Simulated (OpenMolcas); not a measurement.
# Worked example: vertical energy of the triplet above the singlet of GeH2O2 (SMILES [OH][Ge][OH])

GeH2O2 has 5 atoms, charge 0, and is taken as a singlet. As SMILES, `[OH][Ge][OH]`. The coordinates come from a PBE0-D4/def2-TZVP relaxation. This is one conformer, not always the lowest.

Both states at this one shape; open shells run unrestricted unless said. 1 Eh = 27.2114 eV.

```
           level     program  singlet GeH2O2 (Eh)  triplet GeH2O2 (Eh)
r2SCAN/def2-SVPD  OpenMolcas         -2228.260579         -2228.128239
  PBE0/def2-SVPD  OpenMolcas         -2227.920028         -2227.785601
```

Question: Work out the vertical gap, second state less first, at each level.

Answer: 
1. r2SCAN/def2-SVPD: -2228.128239 − (-2228.260579) = 0.132340 Eh = 3.60 eV.
2. PBE0/def2-SVPD: -2227.785601 − (-2227.920028) = 0.134427 Eh = 3.66 eV.

No measured value is set beside it here; the levels span 3.60 to 3.66 eV. All-electron rows are non-relativistic unless named.
